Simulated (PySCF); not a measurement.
## A search over the determinants of HfCl⁺

Unrestricted PBE0; PySCF, scalar-relativistic core potentials, basis sets Hf def2-TZVPPD with ECP60, Cl def2-TZVPPD. Outer shells of the fragments: Hf+ 5d1 6s2; Cl 3s2 3p5.

Followed along the bond (rough minima from three points):

```
2Ms+1  unpaired  ⟨S²⟩ at the start  R at minimum (Å)  Te (eV)
    3  σ ↑, δ ↑               2.01              2.23     0.00
    1      none               0.00              2.19     0.22
    1  σ ↓, δ ↑               1.00              2.23     0.72
    3  σ ↑, π ↑               2.01              2.27     0.81
    1  σ ↑, π ↓               1.00              2.27     1.00
    3  π ↑, δ ↑               2.01              2.30     1.50
```

Solutions found at the starting distance of 2.470 Å, counted from the lowest of them; the search is not exhaustive and high or unbound solutions are not listed, so other states can lie among these:

```
2Ms+1  unpaired   term  E (eV)  ⟨S²⟩  ⟨Lz²⟩  μ (D)
    3  σ ↑, δ ↑     ³Δ    0.00  2.01   4.01  -4.72
    1      none    ¹Σ⁺    0.42  0.00   0.00  -3.66
    3  σ ↑, π ↑  mixed    0.66  2.01   1.35  -4.53
    1  σ ↓, δ ↑  mixed    0.72  1.00   4.00  -4.31
    1  σ ↑, π ↓  mixed    0.84  1.00   1.77  -4.81
    3  π ↑, δ ↑  mixed    1.26  2.01   5.01  -5.40
```

A term symbol is given only where ⟨S²⟩ and ⟨Lz²⟩ are close to those of a pure state; real π, δ and φ orbitals otherwise mix terms. A positive dipole points towards Cl; it is taken about the centre of mass and depends on that origin.

**Question.** Compare the gap between the two lowest followed solutions at the starting distance with the gap between their minima.

**Answer.** At PBE0 the second solution (singlet, closed shell) lies +0.42 eV from the first (triplet, unpaired electrons σ ↑, δ ↑) at 2.470 Å and +0.22 eV at the minima; the two curves relax by different amounts, since their minima lie near 2.19 and 2.23 Å.

Spin–orbit coupling is left out. With d or f electrons several states lie close, and the lowest PBE0 determinant need not be the measured ground state.
